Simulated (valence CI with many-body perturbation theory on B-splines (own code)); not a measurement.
Values are calculated unless marked as measured or tabulated.
## Run record, In42+

The program does CI of the valence electrons with many-body perturbation theory for a frozen closed Dirac-Fock core.

Command, and the settings that its task file holds:

```sh
python run_cv.py task.json out
```

```
atom In  Z=49  mass_number=115  rms_radius_fm=4.6156
core [He] 2s1
valence 2s2 2p3
avg = 1
basis = S
breit = 1
cap = 10000
capref = 1200
cscale = 1
de = 0.0
dress = 0
eps = 2e-08
extrap = 1
h = 0.27
hh = 1
l2 = 3
lcore = 6
maxit = 60
n2 = 5
natural = 1
nlev = 21
nno = [3, 3, 3, 2, 1]
nroot = 26
nsp = [3, 3, 2, 1, 0]
pt2 = 1
qed = 1
rpa = 1
s1 = 1
s2 = 1
s3 = 1
screen = 1
tol = 2e-05
whole = 1
```

(1) What became of the run, and why?

Results:

(1) It gave no result: the perturbation theory needs a core of closed shells. The program said: "the core must hold closed shells only".
